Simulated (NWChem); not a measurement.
System: InH$_{2}$S$_{2}$Cl; SMILES [SH][In]([SH])[Cl]

Here is an NWChem input.

```
start job
memory heap 200 mb stack 900 mb global 1100 mb
geometry units angstroms noautoz
  In     0.000000     0.000000    -0.029424
  Cl     0.000000     0.000000     2.310822
  S     -2.135265    -0.042577    -1.106762
  H     -1.595320    -0.029428    -2.346694
  S      2.135265     0.042577    -1.106762
  H      1.595320     0.029428    -2.346694
end
basis spherical
  In library def2-svp
  Cl library def2-svp
  S library def2-svp
  H library def2-svp
end
ecp
  In library def2-ecp
end
dft
  xc mpw1k
  iterations 150
  mulliken
end
task dft energy
```

Coordinates come from a PBE0/def2-SVP optimisation. def2 effective core potentials on In; no spin-orbit coupling.

Question: Predict the main results of this run. (MPW1K/def2-SVP with def2 effective core potentials on In.) Quantities: energy (Ha); highest occupied level (eV); orbital gap (eV); dipole (D).

Answer: 
```json
{
 "energy (Ha)": "-1447.78",
 "highest occupied level (eV)": "-8.69",
 "orbital gap (eV)": "7.15",
 "dipole (D)": "3.16"
}
```
